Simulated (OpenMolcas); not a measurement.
**Co3+: moving or changing the point charges**

Co3+ among 6 point charges of -2.2 e arranged as a trigonal prism (D3h), 2.04 Å from the ion, with a polar angle of 43.7° against the regular 49.1°.
```
   1.4094    0.0000    1.4749  -2.20
  -0.7047    1.2206    1.4749  -2.20
  -0.7047   -1.2206    1.4749  -2.20
   1.4094    0.0000   -1.4749  -2.20
  -0.7047    1.2206   -1.4749  -2.20
  -0.7047   -1.2206   -1.4749  -2.20
```

```json
{
  "Program": "OpenMolcas",
  "Method": "CASSCF",
  "Basis": "ANO-RCC-VDZP [5s4p2d1f]",
  "Scalar Hamiltonian": "DKH2, point nucleus",
  "Active space": "6 electrons in 5 orbitals (3d)",
  "State averaging": "2S+1 = 5 even, 5 roots; 2S+1 = 3 even, 45 roots; 2S+1 = 1 even, 50 roots",
  "Spin-orbit coupling": "state interaction with AMFI integrals over the reference wave functions"
}
```

Runs around this geometry, states (labels of D3, the rotations of D3h). Energies in cm-1 above the lowest state or level, χT in cm3 K/mol.

```
R (Å)  q (e)  Polar angle / regular  Ground state  First state of that spin  First gap with spin-orbit (degeneracies)  χT at 300 K  First state of another spin
 2.04   -2.2                   0.82            5E                  5A1 7639                              304.3 (2, 2)        5.049                     3E 26492
 2.04  -1.43                   0.89            5E                  5A1 5537                              301.6 (2, 2)        5.083                    3A2 27043
 2.04   -2.2                   0.89            5E                  5A1 6364                              303.9 (2, 2)        5.057                     3E 26877
 2.17   -2.2                   0.89            5E                  5A1 6956                              303.4 (2, 2)        5.067                    3A2 27224
```

Scaling the charges by -1.43 / -2.2 = 0.65 scales the first state of the same spin by 5537 / 6364 = 0.87; with fixed orbitals a first-order splitting would follow the charge.

An orbital doublet at a regular site is open to a Jahn-Teller distortion, which this geometry leaves out. Without dynamic correlation the repulsion within the d shell is too large (B by tens of per cent), so at a given field states of lower spin stand too high. Point charges give a weaker field than real ligands, and real ions of this kind are often low spin; the high spin found here belongs to the model. This is an electrostatic model: the charges have no orbitals. No measured value stands beside these numbers.
